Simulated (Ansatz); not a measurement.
Ansatz (a first-principles code) input (HF/6-31G*):

Ansatz 0.2 input:
```yaml
crystal:
  periodic: [false, false, false]
  atoms:
    - {symbol: C, position_ang: [0.01872978, 0.00591939, 0.51375906]}
    - {symbol: Cl, position_ang: [0.82431353, -1.21692673, -0.10682627]}
    - {symbol: Cl, position_ang: [-0.83092404, 1.21483754, -0.07450046]}
basis:
  gaussian:
    orbitals: 6-31G*
hamiltonian:
  xc: {name: HF}
total_charge: 1
magnetization: {spin_polarized: true, initial_magnetization: 1}
phonons: {temperatures: {t_min: 298.15, t_max: 298.15, t_step: 100}}
```

Output:

```
Functional definition: HF
integrals: 0.01 GiB planned
541 factors; integrals over basis functions are off by at most 1.9e-4 eV
mean field: 0.13 GiB planned
mean field evaluation 1: about -26023.8071 eV, gradient 1.2e1 eV
mean field evaluation 2: about -26023.8119 eV, gradient 1.2e1 eV
mean field evaluation 4: about -26025.0040 eV, gradient 2.8e0 eV
mean field evaluation 8: about -26025.1495 eV, gradient 7.4e-2 eV
mean field -26025.14974312 eV, -956.4066125795 hartree, gradient 3.1e-5 eV, S^2 0.766549; 0 other end points of the search recorded, 0 dependent functions left out
the calculation of the forces begins
reference -26025.14974312 eV, -956.4066125795 hartree; 20, 19 occupied and 33, 34 virtual orbitals, 541 factors
these checks for a lower state are left out or cut short: stability, starts, cluster_reference, orbital_swaps, neighbouring_geometries, increment
integrals: 0.01 GiB planned
541 factors; integrals over basis functions are off by at most 2.0e-4 eV
mean field: 0.13 GiB planned
mean field evaluation 16: about -26025.1497 eV, gradient 3.8e-2 eV
mean field -26025.14966555 eV, -956.4066097289 hartree, gradient 2.2e-6 eV, S^2 0.766569; 0 other end points of the search recorded, 0 dependent functions left out
the calculation of the forces begins
reference -26025.14966555 eV, -956.4066097289 hartree; 20, 19 occupied and 33, 34 virtual orbitals, 541 factors
these checks for a lower state are left out or cut short: stability, starts, cluster_reference, orbital_swaps, neighbouring_geometries, increment
integrals: 0.01 GiB planned
541 factors; integrals over basis functions are off by at most 2.0e-4 eV
mean field: 0.13 GiB planned
mean field -26025.14965925 eV, -956.4066094973 hartree, gradient 2.2e-6 eV, S^2 0.766530; 0 other end points of the search recorded, 0 dependent functions left out
the calculation of the forces begins
reference -26025.14965925 eV, -956.4066094973 hartree; 20, 19 occupied and 33, 34 virtual orbitals, 541 factors
these checks for a lower state are left out or cut short: stability, starts, cluster_reference, orbital_swaps, neighbouring_geometries, increment
integrals: 0.01 GiB planned
541 factors; integrals over basis functions are off by at most 1.9e-4 eV
mean field: 0.13 GiB planned
mean field evaluation 32: about -26025.1496 eV, gradient 3.8e-2 eV
mean field -26025.14963905 eV, -956.4066087551 hartree, gradient 2.2e-6 eV, S^2 0.766591; 0 other end points of the search recorded, 0 dependent functions left out
the calculation of the forces begins
reference -26025.14963905 eV, -956.4066087551 hartree; 20, 19 occupied and 33, 34 virtual orbitals, 541 factors
these checks for a lower state are left out or cut short: stability, starts, cluster_reference, orbital_swaps, neighbouring_geometries, increment
integrals: 0.01 GiB planned
541 factors; integrals over basis functions are off by at most 2.0e-4 eV
mean field: 0.13 GiB planned
mean field -26025.14962635 eV, -956.4066082884 hartree, gradient 2.2e-6 eV, S^2 0.766507; 0 other end points of the search recorded, 0 dependent functions left out
the calculation of the forces begins
reference -26025.14962635 eV, -956.4066082884 hartree; 20, 19 occupied and 33, 34 virtual orbitals, 541 factors
these checks for a lower state are left out or cut short: stability, starts, cluster_reference, orbital_swaps, neighbouring_geometries, increment
integrals: 0.01 GiB planned
541 factors; integrals over basis functions are off by at most 2.0e-4 eV
mean field: 0.13 GiB planned
mean field -26025.14973002 eV, -956.4066120982 hartree, gradient 2.2e-6 eV, S^2 0.766537; 0 other end points of the search recorded, 0 dependent functions left out
the calculation of the forces begins
reference -26025.14973002 eV, -956.4066120982 hartree; 20, 19 occupied and 33, 34 virtual orbitals, 541 factors
these checks for a lower state are left out or cut short: stability, starts, cluster_reference, orbital_swaps, neighbouring_geometries, increment
integrals: 0.01 GiB planned
541 factors; integrals over basis functions are off by at most 1.9e-4 eV
mean field: 0.13 GiB planned
mean field -26025.14973356 eV, -956.4066122281 hartree, gradient 2.2e-6 eV, S^2 0.766561; 0 other end points of the search recorded, 0 dependent functions left out
the calculation of the forces begins
reference -26025.14973356 eV, -956.4066122281 hartree; 20, 19 occupied and 33, 34 virtual orbitals, 541 factors
Total energy: -26025.14974312 eV, -956.4066125795 hartree
Atom 0 at     0.018730     0.005919     0.513759 Å, force     0.000073     0.000023     0.001990 eV/Å
Atom 1 at     0.824314    -1.216927    -0.106826 Å, force     0.001277    -0.001941    -0.001020 eV/Å
Atom 2 at    -0.830924     1.214838    -0.074500 Å, force    -0.001350     0.001918    -0.000969 eV/Å
Dipole moment:     0.001713     0.000541     0.046981 e Å
Vibrations: 365.56 809.60 1273.20 cm⁻¹, zero-point energy 0.151779 eV
```

The blocks after the first are displaced geometries, from whose forces the wavenumbers follow.

The dipole moment of an ion depends on the origin.
